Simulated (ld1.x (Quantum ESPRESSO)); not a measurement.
Cr: excitation energies, all-electron against TM

| Property | Result |
| --- | --- |
| Element | chromium |
| Generator | ld1.x (Quantum ESPRESSO) 7.5 |
| Type | norm-conserving Troullier–Martins (Kleinman–Bylander form) |
| Functional | LDA (PZ) |
| Relativity | scalar-relativistic |
| Frozen core | [Ne] |
| Valence charge | 14 |
| Reference configuration | 3s2 3p6 3d5 4s0.75 4p0 (charge +0.25) |
| Partial waves | 3p (bound): rc 0.90 bohr; 3d (bound): rc 1.40 bohr; 3s (bound): rc 1.35 bohr |
| Local potential | the s channel |
| Core correction | none |

Occupied shells without a wave of their own: 4s. They enter only through the test configuration that unscreens the potential.

Energies are relative to the spin-unpolarised reference configuration 3s2 3p6 3d5 4s0.75 4p0; without spin polarisation the order of configurations can differ from experiment. Spin-polarised rows fill each open shell by Hund’s rule, majority spin first. Not all tests gave a result: 1 of 9 tests not solved or not reliable. Left out of the table: 3s2 3p6 3d3 4s0 4p0 (solver errors, printed error -877 meV).

(1) Give the all-electron excitation energy and the error of the potential for: 3s2 3p6 3d5 4s1 4p0; 3s2 3p6 3d5 4s0 4p0; 3s2 3p6 3d4 4s0 4p0; 3s2 3p6 3d4 4s1 4p1; 3s2 3p6 3d5 4s0 4p1; 3s2 3p6 3d5.5 4s0.5 4p0; 3s2 3p6 3d5 4s0.75 4p0 (spin-polarised); 3s2 3p6 3d5 4s1 4p0 (spin-polarised).

The potential misses its own reference levels by up to 0.4 eV.

Results:

(1)

| valence configuration | charge | ΔE all-electron (eV) | error AE − PS (meV) |
| --- | --- | --- | --- |
| 3s2 3p6 3d5 4s1 4p0 | 0 | -1.227 | +100 |
| 3s2 3p6 3d5 4s0 4p0 | +1 | 5.914 | -399 |
| 3s2 3p6 3d4 4s0 4p0 | +2 | 22.257 | -634 |
| 3s2 3p6 3d4 4s1 4p1 | 0 | 2.385 | +248 |
| 3s2 3p6 3d5 4s0 4p1 | 0 | 1.977 | -270 |
| 3s2 3p6 3d5.5 4s0.5 4p0 | 0 | -0.509 | -90 |
| 3s2 3p6 3d5 4s0.75 4p0 (spin-polarised) | +0.25 | -4.803 | +422 |
| 3s2 3p6 3d5 4s1 4p0 (spin-polarised) | 0 | -6.143 | +523 |

The 4s level has no wave, so the channel is fitted at the deeper level alone: the likely source of the large errors.
